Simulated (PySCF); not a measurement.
Telling isomers of C$_{5}$H$_{13}$NOSi$_{2}$ apart by NMR

No relativistic terms, isolated molecule, one computed conformer, averaged over atoms made equivalent by symmetry, fast rotation or ring inversion. GIAO PBE0/pcSseg-1 shieldings; structure optimised with GFN2-xTB; PySCF 2.14.0 with density-fitted response routines.

Scale: 1H and 13C against TMS (reference shieldings calculated alike). Where no couplings were computed, multiplicities follow the n + 1 count of equivalent neighbours, and m marks all less simple cases (inequivalent or close neighbours, rings, F or P nearby). Acid and N–H amide carbonyl carbons lie up to 10 ppm further downfield in solution (hydrogen bonding). Shifts are as computed. Against solution values, carbons near 30 ppm lie about +3 ppm off and those near 130 ppm about +5 ppm. Of 1211 compounds with measured shifts, 218 miss one by over three times the rms of a fit or turn the order of signals round; such compounds aren't used in these exercises. OH and NH positions are gas-phase values without hydrogen bonding to other molecules.

(1) Tabulate the signals of `C[SiH](C)/C=C\C(=O)N[SiH3]`, `C=C/C(C)=N/[C@H]([SiH3])O[SiH3]` and their relative energies.

(2) What is the quickest way to tell C[SiH](C)/C=C\C(=O)N[SiH3] from C=C/C(C)=N/[C@H]([SiH3])O[SiH3]?

## Answers

(1) 
```json
{"SMILES": "C[SiH](C)/C=C\\C(=O)N[SiH3]", "carbon types": "1×C 2×CH 2×CH3", "δC": "177.3, 171.6, 136.7, -2.4", "δH": "7.73 (m, 1H), 6.63 (d, 1H), 4.78 (br s, 1H), 4.63 (m, 1H), 4.61 (s, 3H), 0.40 (d, 6H)", "E rel. (kcal/mol)": "0.0"}
{"SMILES": "C=C/C(C)=N/[C@H]([SiH3])O[SiH3]", "carbon types": "1×C 2×CH 1×CH2 1×CH3", "δC": "164.4, 153.1, 124.2, 84.8, 17.2", "δH": "6.75 (m, 1H), 6.01 (q, 1H), 5.77 (m, 1H), 5.73 (m, 1H), 4.87 (s, 3H), 3.96 (d, 3H), 2.49 (s, 3H)", "E rel. (kcal/mol)": "48.2"}
```

Energies are electronic energies at PBE0/pcSseg-1 on these geometries, without zero-point or thermal terms, each for the one conformer computed, which needn't be the lowest.

(2) Count the carbon signals: 4 against 5. The first has a methyl carbon bonded to Si (CH3) at -2.4 ppm, the second a terminal =CH2 carbon at 124.2 ppm. Their most deshielded carbons lie at 177.3 and 164.4 ppm. In the proton spectra the most deshielded non-exchanging signals are 7.73 (m, 1H) and 6.75 (m, 1H).
